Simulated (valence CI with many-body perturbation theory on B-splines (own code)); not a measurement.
The numbers below are computed, except where a source is named.
**Run record, I31+**

Method: configuration interaction combined with many-body perturbation theory (CI+MBPT): four valence electrons over a frozen Dirac-Fock core [Ar], radial functions for each j: 9 s, 9 p, 10 d, 8 f, 5 g, 3 h, 1 i, with the one-electron correlation potential Σ1 (screened to all orders), the two-electron term Σ2, the three-electron term Σ3, Breit, model QED; selected single and double excitations, second order for the rest (own B-spline code, finite nucleus).

Command, and the settings that its task file holds:

```sh
python run_cv.py task.json out
```

```
atom I  Z=53  mass_number=127  rms_radius_fm=4.7500
core [Ar]
valence 3d4
avg = 1
basis = L
breit = 1
cap = 40000
capref = 1200
cscale = 1
de = 0.0
dress = 0
eps = 2e-08
h = 0.27
hh = 1
l2 = 3
lcore = 6
maxit = 60
n2 = 5
natural = 1
nlev = 60
nno = [6, 6, 7, 6, 4, 3, 1]
nroot = 26
nsp = [3, 3, 3, 2, 1, 0, 0]
pt2 = 1
qed = 1
rpa = 1
s1 = 1
s2 = 1
s3 = 1
screen = 1
tol = 2e-05
```

(1) Roughly how long does this run take on one core of Arm Neoverse V2, and how much memory?

Log. The first blocks belong to the next ion, which gives the ionisation energy. Fields: 2J, parity (1 odd), roots, reference size, generating configurations, candidates as configurations/state functions, variational space P, stored matrix elements, Davidson steps; e2 is the range of second-order energies in hartree. The first line gives the box (bohr), its intervals, the orbitals and the steps of their self-consistent field. Window is the range of levels sought, series limit the energy at which the first omitted orbital would enter, core excitation an estimate of the first excitation out of the core, left out the lowest levels not solved, and shifts from estimates the range by which levels moved from their first estimate, all in cm⁻¹.

```
rmax 3.6 intervals 58 orbitals 81 references ['3d4', '3d3 4s', '3d3 4p'] scf 4 t 0.9
2J=3 par=0 roots 2 ref 41 generators 4 cand 3047/7521 P 1493/3848 nnz 4.1e+06 it 5
2J=3 par=0 roots 2 ref 41 generators 6 cand 3000/6979 P 2066/5355 nnz 7.4e+06 it 5
   second order: generators 7 cand 3916/9332 e2 -0.00001 -0.00001
2J=5 par=0 roots 2 ref 45 generators 3 cand 3216/9392 P 1206/3997 nnz 4.4e+06 it 4
2J=5 par=0 roots 2 ref 45 generators 4 cand 3557/9409 P 2017/6359 nnz 1.1e+07 it 4
   second order: generators 6 cand 4298/11995 e2 -0.00002 -0.00001
2J=7 par=0 roots 2 ref 35 generators 2 cand 3174/9640 P 1246/3999 nnz 4.4e+06 it 4
2J=7 par=0 roots 2 ref 35 generators 3 cand 3527/10966 P 2241/7069 nnz 1.3e+07 it 4
   second order: generators 6 cand 3983/11778 e2 -0.00001 -0.00001
reference levels 704, estimated 34, window 732118 1/cm; series limit 12047655, core excitation 1518560
2J=0 par=0 roots 5 ref 19 generators 4 cand 3189/5611 P 3225/6076 nnz 7.1e+06 it 4
2J=0 par=0 roots 5 ref 19 generators 4 cand 1162/2054 P 3811/7150 nnz 9.9e+06 it 4
   second order: generators 8 cand 9675/25106 e2 -0.00004 -0.00001
2J=2 par=0 roots 4 ref 43 generators 3 cand 4283/19662 P 1508/7998 nnz 1.5e+07 it 4
2J=2 par=0 roots 4 ref 43 generators 3 cand 3212/14205 P 3381/17013 nnz 6.2e+07 it 5
   second order: generators 4 cand 4530/30740 e2 -0.00002 -0.00001
2J=4 par=0 roots 8 ref 61 generators 4 cand 4583/30377 P 1016/7998 nnz 1.5e+07 it 9
2J=4 par=0 roots 8 ref 61 generators 4 cand 3883/24931 P 3608/25222 nnz 1.3e+08 it 8
   second order: generators 5 cand 4491/45607 e2 -0.00004 -0.00002
2J=8 par=0 roots 7 ref 48 generators 4 cand 4558/35075 P 930/7989 nnz 1.5e+07 it 5
2J=8 par=0 roots 7 ref 48 generators 4 cand 3921/29630 P 3100/24967 nnz 1.3e+08 it 8
   second order: generators 6 cand 8054/90344 e2 -0.00009 -0.00007
2J=6 par=0 roots 6 ref 57 generators 3 cand 4617/35110 P 889/7999 nnz 1.6e+07 it 7
2J=6 par=0 roots 6 ref 57 generators 3 cand 4014/29656 P 2934/24236 nnz 1.3e+08 it 7
   second order: generators 4 cand 5169/57953 e2 -0.00009 -0.00006
2J=10 par=0 roots 2 ref 29 generators 2 cand 4312/30429 P 940/7998 nnz 1.7e+07 it 4
2J=10 par=0 roots 2 ref 29 generators 2 cand 3685/24957 P 2776/22356 nnz 1.2e+08 it 5
   second order: generators 2 cand 1849/10599 e2 -0.00004 -0.00003
2J=12 par=0 roots 2 ref 15 generators 2 cand 3820/23885 P 1214/7997 nnz 1.7e+07 it 4
2J=12 par=0 roots 2 ref 15 generators 2 cand 3019/18395 P 2951/18979 nnz 8.5e+07 it 5
   second order: generators 2 cand 1282/7413 e2 -0.00003 -0.00002
left out: unestimated 6222492, estimated none, shifts from estimates -223 to 48
operators 1.4
```

The Davidson iterations converged.

The last digits are not significant, and no measured levels were compared; by estimate large intervals hold to a few tenths of a per cent, small ones and those within an open d or f shell to about a per cent. Core correlation moves these levels by up to 8100 cm⁻¹, and in measured spectra 5 to 20 % of such shifts remained as error; rates that hang on mixing are uncertain with them. Only levels of the ground parity were solved; by the run's estimate the other parity begins above the list, which can be wrong where configurations are misplaced.

| Property | Result |
| --- | --- |
| Valence energy | -300.8954 hartree |
| Ionisation energy | 1911.9 eV (NIST: 1911 ± 4 eV (theoretical)) |
| Reference configurations for the orbitals | 3d4, 3d3 4s, 3d3 4p |
| Radial orbitals | 81 |
| Box radius | 3.582 bohr |
| Largest variational space | 25222 |
| Lowest levels | (3d3/2^4) J=0 0.000, (3d3/2^3 3d5/2) J=1 8.765, (3d3/2^3 3d5/2) J=2 14.125, (3d3/2^3 3d5/2) J=4 16.635, (3d3/2^3 3d5/2) J=3 16.999, (3d3/2^2 3d5/2^2) J=0 [a] 24.123, (3d3/2^2 3d5/2^2) J=4 [a] 25.477, (3d3/2^2 3d5/2^2) J=3 [a] 27.971, (3d3/2^2 3d5/2^2) J=2 [a] 28.079, (3d3/2^2 3d5/2^2) J=5 30.109, (3d3/2^2 3d5/2^2) J=1 31.093, (3d3/2^2 3d5/2^2) J=6 31.954, (3d3/2^2 3d5/2^2) J=4 [b] 34.547, (3d3/2^2 3d5/2^2) J=2 [b] 35.399 eV |

Levels are named by their leading jj configuration (3d3/2^4 stands for four electrons in 3d with j = 3/2), which in mixed levels can hold well under half, so a name can repeat and another be missing. Letters in brackets count levels of one name in rising energy.

## Answers

(1) 110 s on 1 thread of Arm Neoverse V2 (shared host), peak memory 1.1 GiB.
